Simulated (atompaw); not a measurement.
**What one change does to a pseudopotential (chlorine, PAW (atompaw))**

| Property | Result |
| --- | --- |
| Element | Cl |
| Generator | atompaw 4.2.0.5 |
| Type | PAW |
| Functional | PBE |
| Relativity | non-relativistic |
| Frozen core | [Ne] |
| Valence charge | 7 |
| Reference configuration | 3s2 3p5 |
| Partial waves | 3s (bound): rc 1.40 bohr; 3s channel at 1 Ry: rc 1.40 bohr; 3p (bound): rc 1.00 bohr; 3p channel at 2.75 Ry: rc 1.40 bohr; 3d channel at -0.2 Ry: rc 1.40 bohr |
| Local potential | bessel scheme, radius 1.00 bohr |
| Core correction | smooth core density matched at 0.80 bohr |
| Augmentation charge | sinc compensation charge, radius 1.30 bohr; PAW radius 1.40 bohr; waves and projectors: custom rrkj vanderbiltortho |

Change: local potential troulliermartins scheme with l = 3 at 0.5 Ry, radius 1.00 bohr.

Cutoffs: the cutoffs (Ry, on a coarse ladder) from which the occupation-weighted sum of valence levels, in a spherical-Bessel basis at the reference potential, stays within 10 and 1 mRy of its value at 400 Ry; they do not see the model core or the augmentation charge, which bear on the density cutoff.

**Question.** What does the change do?

**Answer.** The potential gets neither clearly harder nor softer (50 Ry and 70 Ry → 50 Ry and 70 Ry); the p channel sets the loose cutoff, while the largest relative change is in s, which becomes softer; neither file shows a bound ghost.

| quantity | base | changed |
| --- | --- | --- |
| cutoff, loose | 50 Ry | 50 Ry |
| cutoff, tight | 70 Ry | 70 Ry |
| loose cutoff by channel (10 mRy a level) | s 8 Ry, p 30 Ry | s 6 Ry, p 35 Ry |
| bound ghosts | none | none |
| s: phases at 1.41 bohr within 0.05 rad from the reference energy up to (Ry; the scan ends near 5) | to the end of the scan | to the end of the scan |
| p: phases at 1.41 bohr within 0.05 rad from the reference energy up to (Ry; the scan ends near 5) | to the end of the scan | to the end of the scan |
| d: phases at 1.41 bohr within 0.05 rad from the reference energy up to (Ry; the scan ends near 5) | to the end of the scan | n/a |
| lowest overlap eigenvalue by channel | s 0.43, p 0.14, d 1.00 | s 0.35, p 0.12, d 1.00 |

 The cutoffs see the waves, projectors and local potential, not the compensation charge or the core.
